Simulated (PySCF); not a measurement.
# Cost of excited-state runs on `COCc1conc1F`, C₅H₆FNO₂

Geometry (Å), atoms numbered from 1 in this order:
```xyz
15

C    -2.534    0.278   -0.571
O    -1.144    0.488   -0.590
C    -0.452   -0.360    0.291
C     1.006   -0.071    0.204
C     1.681    0.839   -0.556
O     2.993    0.757   -0.315
N     3.229   -0.198    0.602
C     2.066   -0.694    0.918
F     1.935   -1.665    1.804
H    -2.953    0.467    0.425
H    -2.960    0.981   -1.284
H    -2.787   -0.746   -0.871
H    -0.633   -1.419    0.036
H    -0.796   -0.210    1.329
H     1.344    1.562   -1.270
```

PySCF with density fitting, on 1 thread of an Arm Neoverse N1, shared host. Command: `OMP_NUM_THREADS=1 python excited_run.py task.json out`

Task: How long does this run take, and how much memory?
- magnetisability and related constants, BHandHLYP/pcSseg-1; usual settings

Result: 
| run | level | basis functions | wall time | peak memory (GiB) |
| --- | --- | --- | --- | --- |
| magnetisability and related constants | BHandHLYP/pcSseg-1 | 183 | 47 s | 0.8 |

Times from a shared host are rough.
